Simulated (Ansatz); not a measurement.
Job for Ansatz (a first-principles code): R-B3LYP/def2-TZVPP on H4OSiSn (SMILES [OH][Sn][SiH3]), a point of a torsion scan. Elements past Kr take the def2 small-core potentials; no spin–orbit coupling.

Ansatz 0.2 input:
```yaml
crystal:
  periodic: [false, false, false]
  atoms:
    - {symbol: O, position_ang: [2.30520637, 0.09401582, -0.36378107]}
    - {symbol: Sn, position_ang: [1.20911960, -1.52377542, 0.16160964]}
    - {symbol: Si, position_ang: [-1.13173082, -0.31462452, 0.00895560]}
    - {symbol: H, position_ang: [2.44014483, 0.97134444, -0.02229974]}
    - {symbol: H, position_ang: [-1.41655931, 0.17595942, -1.35968946]}
    - {symbol: H, position_ang: [-2.38292234, -1.03106465, 0.34158528]}
    - {symbol: H, position_ang: [-1.26866741, 0.91697179, 0.82417845]}
basis:
  gaussian:
    orbitals: def2-TZVPP
hamiltonian:
  xc: {name: B3LYP}
scf: {lower_state_search: off}
```

Program output:

```
WARN ansatz: RAYON_NUM_THREADS=1 ignored (pool sized by the plan → 1); use --threads N
Functional definition: B3LYP
these checks for a lower state are left out or cut short: stability, starts, cluster_reference, orbital_swaps, neighbouring_geometries, increment
integrals: 0.09 GiB planned
1110 factors; their error is unknown
mean field: 0.77 GiB planned
mean field evaluation 1: about -15816.9991 eV, gradient 6.7e1 eV
mean field evaluation 2: about -15723.5167 eV, gradient 1.8e2 eV
mean field evaluation 4: about -15824.8844 eV, gradient 1.2e1 eV
mean field evaluation 8: about -15825.2448 eV, gradient 1.9e-1 eV
mean field evaluation 16: about -15825.3220 eV, gradient 2.3e-4 eV
mean field -15825.32197791 eV, -581.5698558995 hartree, gradient 2.4e-6 eV, S^2 0.000000; 0 other end points of the search recorded, 0 dependent functions left out
reference -15825.32224016 eV, -581.5698655371 hartree; 24, 24 occupied and 155, 155 virtual orbitals, 1110 factors
Total energy: -15825.32224016 eV, -581.5698655371 hartree
Checks for a lower state left out: stability, starts, cluster_reference, orbital_swaps, neighbouring_geometries, increment
```

The calculation finished and met its thresholds.

Cost: roughly 3 core-seconds.
